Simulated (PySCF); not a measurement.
These 2 structures share the formula C6H9N3O. The calculation used PBE0-D3(BJ)/def2-SVP geometry optimisation, gas phase (PySCF). One conformer each; no zero-point energy, no entropy. No frequencies were run at this level. Point groups hold within 0.08 Å.

Task: Rank from lowest to highest electronic energy at this level (kcal/mol).
A. `[CH3:1][CH2:2][n:3]1[cH:4][c:5]([C:6]([CH3:7])=[O:8])[n:9][n:10]1` with C1–C2–N3–C4 80°, C4–C5–C6–C7 178°
B. `[CH3:1][C:2](=[O:3])[c:4]1[n:5][n:6]([CH3:7])[n:8][c:9]1[CH3:10]` with C1–C2–C4–N5 1°

Result: B (0.0), A (8.9).

```tsv
SMILES	E (Eh)	E rel (kcal/mol)	dipole (D)	point group	A, B, C (MHz)
CC(=O)c1nn(C)nc1C	-472.65348	0.0	3.29	–	2169, 1108, 743.7
CCn1cc(C(C)=O)nn1	-472.63931	8.9	3.91	C1	3507, 745.9, 652.4
```

Task: How do the relative energies change in single points at PBE0/pcSseg-1 (no added dispersion term) on the same geometries?

Result: 
| SMILES | PBE0-D3(BJ)/def2-SVP (kcal/mol) | PBE0/pcSseg-1 (kcal/mol) | shift |
| --- | --- | --- | --- |
| CC(=O)c1nn(C)nc1C | 0.0 | 0.0 | 0.0 |
| CCn1cc(C(C)=O)nn1 | 8.9 | 7.8 | -1.1 |

Each column counts from its own lowest isomer. The order is unchanged; the largest shift is 1.1 kcal/mol.
